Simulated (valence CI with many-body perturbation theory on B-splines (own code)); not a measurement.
**E1 transitions of Ti15+**

Calculated by relativistic CI+MBPT: five valence electrons over a frozen Dirac-Fock core [He], a basis of 9 s, 9 p, 8 d, 6 f, 3 g, 1 h functions for each j, with the one-electron correlation potential Σ1, the two-electron term Σ2, the three-electron term Σ3, Breit, model QED; selected CI, second order for the rest (own B-spline code, finite nucleus).

No measured spectrum was set against this ion. As an estimate, levels of excited configurations hold to 0.05 to 0.15 % of their energy, terms of the ground configuration to about 0.5 %. Among the levels kept, up to 1900 cm⁻¹ of a level comes from second order outside the variational space, and about a tenth of that is noise between levels of different J, which matters for small intervals.

Lines 1 to 50 of 274 in falling wavelength, among levels below 668.05 eV, chosen from the strongest by gf and those to the six lowest levels. Wavelengths and rates use the calculated energies, so an error of 500 cm⁻¹ moves a line at 827.2 Å by 0.41 % and its rate by three times that or more. Electric multipoles are in the length gauge, E1 and E2 with the static RPA response of the core. Weak lines are less certain than strong ones. Lines between different terms over intervals too small for the method are left out, as are lines whose strength nearly cancels. Where a level lies close to another of its J and parity, the split of strength between their lines is uncertain. The highest levels of a list are the least certain.

Names give the largest LS component (configuration and term), which can be under half, so a name can repeat, a term be missing and a line seem to break the LS rules; names also repeat where a configuration has a term twice. Letters in brackets count levels of one name in rising energy.

| λ vac (Å) | Upper | Lower | A (s⁻¹) | S (a.u.) |
| --- | --- | --- | --- | --- |
| 827.2 | 2s2 2p2 3p 2D°_5/2 [a] | 2s2 2p2 3s 2D_5/2 | 1.22e+08 | 2.05e-01 |
| 705.2 | 2s 2p3 3p 4P_5/2 | 2s 2p3 3s 4S°_3/2 | 5.75e+08 | 5.97e-01 |
| 698.5 | 2s 2p3 3p 4P_3/2 | 2s 2p3 3s 4S°_3/2 | 7.19e+08 | 4.84e-01 |
| 684.7 | 2s 2p3 3p 4P_1/2 | 2s 2p3 3s 4S°_3/2 | 7.39e+08 | 2.34e-01 |
| 683.4 | 2s2 2p2 3d 2D_5/2 [c] | 2s 2p3 3s 4S°_3/2 | 1.38e+08 | 1.30e-01 |
| 641.2 | 2s2 2p2 3p 4D°_3/2 | 2s2 2p2 3s 4P_3/2 | 2.43e+08 | 1.27e-01 |
| 623.7 | 2s2 2p2 3p 4D°_1/2 [a] | 2s2 2p2 3s 4P_1/2 | 9.59e+08 | 2.30e-01 |
| 584.2 | 2s 2p3 3p 4P_5/2 | 2s2 2p2 3p 2P°_3/2 [b] | 2.30e+08 | 1.36e-01 |
| 582.8 | 2s2 2p2 3p 2F°_5/2 | 2s2 2p2 3s 2D_3/2 | 1.46e+09 | 8.54e-01 |
| 577.5 | 2s2 2p2 3p 4P°_5/2 | 2s2 2p2 3s 4P_5/2 | 1.12e+09 | 6.36e-01 |
| 574.4 | 2s2 2p2 3d 2D_3/2 [b] | 2s2 2p2 3p 2P°_1/2 [b] | 3.19e+08 | 1.19e-01 |
| 572.4 | 2s 2p3 3p 6P_3/2 | 2s 2p3 3s 6S°_5/2 | 1.76e+09 | 6.53e-01 |
| 569.1 | 2s2 2p2 3d 2D_5/2 [c] | 2s2 2p2 3p 2P°_3/2 [b] | 5.45e+08 | 2.98e-01 |
| 568.5 | 2s2 2p2 3d 2P_1/2 [a] | 2s2 2p2 3p 2P°_1/2 [a] | 6.44e+08 | 1.17e-01 |
| 562.8 | 2s2 2p2 3p 2D°_3/2 [a] | 2s2 2p2 3s 2P_1/2 | 8.82e+08 | 3.10e-01 |
| 562.1 | 2s2 2p2 3p 4D°_7/2 | 2s2 2p2 3s 4P_5/2 | 1.67e+09 | 1.17e+00 |
| 560.8 | 2s 2p3 3p 6P_5/2 | 2s 2p3 3s 6S°_5/2 | 1.85e+09 | 9.67e-01 |
| 558.6 | 2s2 2p2 3p 4D°_5/2 | 2s2 2p2 3s 4P_3/2 | 1.55e+09 | 7.99e-01 |
| 550.1 | 2s2 2p2 3p 4D°_3/2 | 2s2 2p2 3s 4P_1/2 | 1.35e+09 | 4.43e-01 |
| 549.8 | 2s2 2p2 3p 4P°_3/2 | 2s2 2p2 3s 4P_3/2 | 8.25e+08 | 2.71e-01 |
| 542.8 | 2s2 2p2 3d 2P_3/2 [b] | 2s2 2p2 3p 2P°_3/2 [b] | 8.24e+08 | 2.60e-01 |
| 542.3 | 2s2 2p2 3p 2F°_7/2 | 2s2 2p2 3s 2D_5/2 | 1.94e+09 | 1.22e+00 |
| 539.1 | 2s2 2p2 3p 2D°_5/2 [a] | 2s2 2p2 3s 2P_3/2 | 1.13e+09 | 5.23e-01 |
| 538.7 | 2s 2p3 3p 6P_7/2 | 2s 2p3 3s 6S°_5/2 | 2.15e+09 | 1.33e+00 |
| 533.9 | 2s2 2p2 3d 2S_1/2 | 2s2 2p2 3p 2P°_3/2 [b] | 7.65e+08 | 1.15e-01 |
| 532.1 | 2s2 2p2 3p 4P°_1/2 | 2s2 2p2 3s 4P_3/2 | 1.17e+09 | 1.74e-01 |
| 527.3 | 2s2 2p2 3d 4P_5/2 | 2s2 2p2 3p 2D°_5/2 [a] | 2.55e+08 | 1.11e-01 |
| 524.2 | 2s2 2p2 3p 2P°_3/2 [a] | 2s2 2p2 3s 2P_3/2 | 1.13e+09 | 3.22e-01 |
| 521.8 | 2s2 2p2 3d 2D_5/2 [b] | 2s2 2p2 3p 2D°_5/2 [b] | 6.37e+08 | 2.68e-01 |
| 518.2 | 2s2 2p2 3p 2P°_1/2 [c] | 2s2 2p2 3s 2S_1/2 | 2.17e+09 | 2.98e-01 |
| 512.3 | 2s2 2p2 3d 2D_3/2 [b] | 2s2 2p2 3p 2D°_3/2 [b] | 7.97e+08 | 2.11e-01 |
| 508.8 | 2s2 2p2 3d 2P_1/2 [b] | 2s2 2p2 3p 2P°_1/2 [b] | 1.10e+09 | 1.43e-01 |
| 507.7 | 2s2 2p2 3d 4F_9/2 | 2s2 2p2 3p 4D°_7/2 | 2.02e+09 | 1.30e+00 |
| 507.7 | 2s2 2p2 3p 2P°_3/2 [c] | 2s2 2p2 3s 2S_1/2 | 2.16e+09 | 5.59e-01 |
| 504.4 | 2s2 2p2 3d 2D_5/2 [b] | 2s2 2p2 3p 2D°_3/2 [b] | 6.64e+08 | 2.53e-01 |
| 504.3 | 2s2 2p2 3p 2P°_1/2 [a] | 2s2 2p2 3s 2P_3/2 | 8.10e+08 | 1.02e-01 |
| 499.7 | 2s2 2p2 3d 4F_7/2 | 2s2 2p2 3p 4D°_5/2 | 2.06e+09 | 1.01e+00 |
| 498.6 | 2s2 2p2 3d 4P_5/2 | 2s2 2p2 3p 4S°_3/2 | 6.37e+08 | 2.34e-01 |
| 498.2 | 2s2 2p2 3d 4D_1/2 | 2s2 2p2 3p 4P°_1/2 | 8.62e+08 | 1.05e-01 |
| 496.5 | 2s2 2p2 3d 2P_3/2 [a] | 2s2 2p2 3p 4P°_3/2 | 4.76e+08 | 1.15e-01 |
| 496.0 | 2s2 2p2 3p 2D°_3/2 [b] | 2s2 2p2 3s 2D_3/2 | 9.04e+08 | 2.18e-01 |
| 493.8 | 2s2 2p2 3d 4D_7/2 | 2s2 2p2 3p 4D°_7/2 | 6.39e+08 | 3.04e-01 |
| 493.1 | 2s2 2p2 3d 2G_9/2 | 2s2 2p2 3p 2F°_7/2 | 2.33e+09 | 1.38e+00 |
| 493.0 | 2s2 2p2 3d 2F_7/2 [b] | 2s2 2p2 3p 2D°_5/2 [b] | 1.64e+09 | 7.77e-01 |
| 491.6 | 2s2 2p2 3d 2F_5/2 | 2s2 2p2 3p 2D°_3/2 [a] | 1.83e+09 | 6.43e-01 |
| 489.6 | 2s2 2p2 3d 4F_5/2 | 2s2 2p2 3p 4D°_3/2 | 2.08e+09 | 7.23e-01 |
| 489.0 | 2s2 2p2 3p 4S°_3/2 | 2s2 2p2 3s 4P_5/2 | 1.80e+09 | 4.15e-01 |
| 488.9 | 2s2 2p2 3d 2F_7/2 [a] | 2s2 2p2 3p 2D°_5/2 [a] | 1.91e+09 | 8.81e-01 |
| 488.2 | 2s2 2p2 3d 2G_7/2 | 2s2 2p2 3p 2F°_5/2 | 2.25e+09 | 1.03e+00 |
| 487.1 | 2s2 2p2 3p 2D°_3/2 [b] | 2s2 2p2 3s 2D_5/2 | 1.12e+09 | 2.56e-01 |
